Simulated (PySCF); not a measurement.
# IrH₄, quartet: computed properties

Level of theory: UPBE0 in PySCF with Ir def2-TZVP with ECP60, H def2-TZVP; scalar-relativistic core potentials, no spin–orbit coupling; density-fitted integrals.

The structure is a higher-order saddle point with 2 imaginary modes (one degenerate set).

```
Point group                                                                   : C4v
Bond lengths                                                                  : Ir–H 1.621 Å (×4)
Bond angles                                                                   : H–Ir–H 83.9° (×4), H–Ir–H 141.9° (×2)
Zero-point energy (real modes)                                                : 64.2 kJ/mol
Rotational constants                                                          : 2.886, 2.886, 1.781 cm⁻¹
Spin squared ⟨S²⟩                                                             : 3.754
Highest occupied level (α)                                                    : -7.07 eV
Principal quadrupole moments (Buckingham, traceless) about the centre of mass : -2.23, -2.23, 4.45 D Å
Principal polarisabilities                                                    : 31.2, 50.0, 50.0 bohr³
Dipole moment                                                                 : 1.10 D
Lowest empty level (β)                                                        : -4.76 eV
Atomisation energy without zero-point energy                                  : 984 kJ/mol
```

Harmonic modes (masses in u: Ir 192.963, H 1.008):
```json
{"symmetry": "e", "ω (cm⁻¹)": "434i", "IR (km/mol, summed over degenerate members)": "–"}
{"symmetry": "b2", "ω (cm⁻¹)": "750", "IR (km/mol, summed over degenerate members)": "0.0"}
{"symmetry": "b1", "ω (cm⁻¹)": "922", "IR (km/mol, summed over degenerate members)": "0.0"}
{"symmetry": "a1", "ω (cm⁻¹)": "924", "IR (km/mol, summed over degenerate members)": "2.2"}
{"symmetry": "e", "ω (cm⁻¹)": "1908", "IR (km/mol, summed over degenerate members)": "149"}
{"symmetry": "b1", "ω (cm⁻¹)": "2154", "IR (km/mol, summed over degenerate members)": "0.0"}
{"symmetry": "a1", "ω (cm⁻¹)": "2170", "IR (km/mol, summed over degenerate members)": "15.5"}
```

In C4v the vibrations span 2e + b2 + 2b1 + 2a1. The b1, b2 modes carry no infrared intensity, as symmetry demands.

Charges (e):
| atom | Mulliken | Löwdin | polar tensor | spin (Mulliken) | Mayer order to Ir1 |
| --- | --- | --- | --- | --- | --- |
| Ir1 | 0.15 | 0.17 | 0.33 | 2.07 | – |
| H2,3,4,5 | -0.04 | -0.04 | -0.08 | 0.23 | 0.88 |

Mulliken populations on Ir1 (electrons outside its core potential): s 2.87, p 6.50, d 7.46, f 0.01.

Only a few start shapes were tried, so a lower isomer may exist. With open d or f shells other occupations or spin states may lie lower. At this level a doublet minimum of C2v symmetry lies 171 kJ/mol below this structure. With an element this heavy the missing spin–orbit coupling can shift these numbers.

The final relaxation and frequency run took about 60 core-seconds on a shared host.
